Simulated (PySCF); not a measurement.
A structure optimised at TPSSh-D3(BJ)/def2-SVP, used in a PySCF frequency run:

```xyz
11

C      0.0775    -0.6277    -1.2878
C     -0.2923     0.1258     0.0000
C      0.0775    -0.6277     1.2878
O      0.1455     1.4231     0.0000
H      1.1681    -0.7765    -1.3323
H     -0.4068    -1.6159    -1.3239
H     -0.2288    -0.0439    -2.1676
H     -1.4050     0.2655     0.0000
H      1.1681    -0.7765     1.3323
H     -0.4068    -1.6159     1.3239
H     -0.2288    -0.0439     2.1676
```
Charge 0, spin multiplicity 2.

Question: Write its SMILES, formula and point group.

Answer: CC(C)[O], C3H7O, Cs

Question: What are its rotational constants (standard atomic weights)?

Answer: 9.1971, 8.0101, 4.8269 GHz
